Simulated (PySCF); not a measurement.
Match the calculated data to a structure.

All candidates are C4H5F3O2.

| technique | computed result |
| --- | --- |
| UV, first state | lowest singlet excitation: 5.78 eV (215 nm, f = 0.001) [TDDFT CAM-B3LYP/def2-SVPD] |
| Rotational structure | rotational constants A, B, C: 3.165, 0.995, 0.935 GHz [GFN2-xTB] |
| Dipole | 3.55 D [CAM-B3LYP/def2-SVPD] |
| Triplet | lowest triplet excitation (Tamm–Dancoff): 5.23 eV [TDA CAM-B3LYP/def2-SVPD] |
| Polarisability | 58.4 au [CAM-B3LYP/def2-SVPD] |
| UV, strongest line | among the 8 lowest singlet transitions: S2 at 7.95 eV (156 nm, f = 0.127) [TDDFT CAM-B3LYP/def2-SVPD] |

Electronic properties: PySCF, gas phase, density fitting. Levels stand in brackets. Isolated species at its GFN2-xTB geometry (one conformer only).

Question: Which candidate is it?
A. `CCOC(=O)C(F)(F)F`
B. `CO[C@]1(C(F)(F)F)CO1`
C. `F[C@H]1OCCOC1(F)F`

Answer: A. It is `CCOC(=O)C(F)(F)F`. Numbering: `[CH3:1][CH2:2][O:3][C:4](=[O:5])[C:6]([F:7])([F:8])[F:9]`. Its formula, C4H5F3O2, gives 1 degree of unsaturation: 0 rings and 1 π bond in the structure found. The optimised geometry has point group C1 and is an asymmetric top.

The others, at the same levels:
- `CO[C@]1(C(F)(F)F)CO1` fails: its computed lowest singlet excitation is 8.42 eV (147 nm, f = 0.006) (against 5.78 eV), lowest triplet excitation (Tamm–Dancoff) is 8.00 eV (against 5.23 eV) and strongest line among the 8 lowest singlet transitions is S6 at 9.16 eV (135 nm, f = 0.050) (against S2 at 7.95 eV).
- `F[C@H]1OCCOC1(F)F` fails: its computed lowest singlet excitation is 8.21 eV (151 nm, f = 0.008) (against 5.78 eV), lowest triplet excitation (Tamm–Dancoff) is 8.03 eV (against 5.23 eV) and strongest line among the 8 lowest singlet transitions is S5 at 9.16 eV (135 nm, f = 0.035) (against S2 at 7.95 eV).

Each candidate is one conformer, not necessarily the lowest. Dipoles, sizes and rotational constants follow the conformer. The torsions of the flexible species, by atom-mapped SMILES:
- `[CH3:1][CH2:2][O:3][C:4](=[O:5])[C:6]([F:7])([F:8])[F:9]`: C1–C2–O3–C4 81°, C2–O3–C4–O5 1°, O3–C4–C6–F7 166°
- `[CH3:1][O:2][C@:3]1([C:4]([F:5])([F:6])[F:7])[CH2:8][O:9]1`: C1–O2–C3–C4 -85°, O2–C3–C4–F5 -175°

The conformers of `F[C@H]1OCCOC1(F)F` aren't listed.
